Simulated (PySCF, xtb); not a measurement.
CH3AlClIO, SMILES C[O][Al]([Cl])[I].

GFN2-xTB (xtb) at its own geometry gives an orbital gap of 4.04 eV and a dipole moment of 4.77 D.

Coordinates come from a B3LYP-D3(BJ)/def2-SVP optimisation. The structure was generated by enumeration; whether it is a known compound was not checked. The def2 effective core potentials stand for the cores of I; spin–orbit coupling is left out. Other conformers were not sampled.

What does PBE/def2-TZVP in PySCF give? (Estimate from the structure and the level; the computed values follow.)

gap 4.78 eV (levels -6.82 and -2.05 eV), dipole 1.69 D.
